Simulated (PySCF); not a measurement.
C5H11FS.
Geometry (GFN2-xTB, Å), atoms numbered from 1 in this order:
```
atom  x, y, z in Å
C1     2.5898   -0.8228   -0.3685
S2     1.5455    0.0659   -1.5578
C3     0.3976    0.9031   -0.4196
C4    -0.6341   -0.0351    0.2026
C5    -1.5671   -0.6128   -0.8555
C6    -1.4355    0.7228    1.2593
F7    -0.6197    1.1097    2.2963
H8     2.9610   -0.1256    0.3773
H9     2.0268   -1.6245    0.1009
H10    3.4167   -1.2387   -0.9343
H11   -0.0967    1.6638   -1.0241
H12    0.9946    1.3909    0.3517
H13   -0.1106   -0.8522    0.7101
H14   -2.2372   -1.3504   -0.4206
H15   -2.1638    0.1762   -1.3085
H16   -0.9821   -1.0911   -1.6373
H17   -2.2163    0.0908    1.6944
H18   -1.8777    1.6364    0.8486
```

Method: B3LYP/def2-SVPD in PySCF (dipole) on a GFN2-xTB geometry, gas phase.

Take the most abundant isotopes and a rigid rotor. The values belong to one conformer with, in the numbering `[CH3:1][S:2][CH2:3][C@H:4]([CH3:5])[CH2:6][F:7]`, C1–S2–C3–C4 -74°, S2–C3–C4–C5 -65°, C3–C4–C6–F7 -64°.

(1) What are A, B and C (MHz)?

(2) What kind of rotor is it?

(3) What does the inertial defect say?

(4) Give the other two planar moments, Paa and Pbb, and the rms extents of the mass along the axes.

(5) Which types of transition are allowed, and where do some lines up to J = 2 fall?

(6) Estimate the classical rotational partition function at 25 K, 50 K and 200 K.

Results:

(1) Ia = 160.94, Ib = 424.07, Ic = 507.02 u·Å²; 505379 MHz·u·Å²/I gives A = 3140, B = 1192, C = 996.8 MHz.

(2) An asymmetric top: κ = (2 × 1192 − 3140 − 996.8)/(3140 − 996.8) = -0.82.

(3) Not planar: Δ = Ic − Ia − Ib = -77.99 u·Å². For a rigid frame Δ = −2 Σ m c², so Σ m c² = 38.99 u·Å² lies off the ab plane: 14.00 from hydrogen and 24.99 from heavier atoms. The atom farthest from that plane is 1.78 Å away.

(4) Paa = Σ m a² = (Ib + Ic − Ia)/2 = 385.07 and Pbb = Σ m b² = (Ia + Ic − Ib)/2 = 121.94 u·Å². With the mass M = 122.06 u, the rms extents √(P/M) along a, b and c are 1.78, 1.00, 0.57 Å.

(5) The dipole components are |μa| = 0.59 D, |μb| = 0.73 D, |μc| = 0.78 D. Intensities carry the squares of the components, which stand as 0.57 : 0.87 : 1.00 (a : b : c). Some lines, for components of 0.1 D or more:

| type | branch | J(Ka,Kc) | MHz | lower level (cm⁻¹) |
| --- | --- | --- | --- | --- |
| a | Q | 2(1,1) ← 2(1,2) | 585 | 0.277 |
| c | Q | 2(1,2) ← 2(0,2) | 1767 | 0.219 |
| c | Q | 1(1,1) ← 1(0,1) | 1948 | 0.073 |
| a | R | 1(0,1) ← 0(0,0) | 2189 | 0.000 |
| b | Q | 2(1,1) ← 2(0,2) | 2352 | 0.219 |
| b | R | 2(0,2) ← 1(1,1) | 2415 | 0.138 |
| b | R | 1(1,1) ← 0(0,0) | 4137 | 0.000 |
| a | R | 2(1,2) ← 1(1,1) | 4182 | 0.138 |
| a | R | 2(1,1) ← 1(1,0) | 4572 | 0.144 |
| c | Q | 2(2,1) ← 2(1,1) | 5845 | 0.297 |
| b | Q | 2(2,0) ← 2(1,1) | 5859 | 0.297 |
| b | Q | 2(2,1) ← 2(1,2) | 6430 | 0.277 |
| c | R | 2(1,1) ← 1(0,1) | 6715 | 0.073 |
| c | R | 2(2,0) ← 1(1,0) | 10431 | 0.144 |
| c | R | 2(2,1) ← 1(1,1) | 10612 | 0.138 |
| b | R | 2(2,0) ← 1(1,1) | 10626 | 0.138 |

(6) Point group C1, symmetry number σ = 1; q = (√π/σ)·√((kT/h)³/(ABC)), k/h = 20836.6 MHz/K: 10900 at 25 K, 30900 at 50 K, 247000 at 200 K.

Stationary, but not proved a minimum. No vibrational averaging or centrifugal distortion is included, and the geometry carries the error of its method. A rigid rotor knows nothing of internal rotation, which can split or shift real lines.

The run took 42 s wall on one thread of an Arm Neoverse V2, shared host. This is the B3LYP/def2-SVPD job that gave the dipole, with the excitations it also computed.
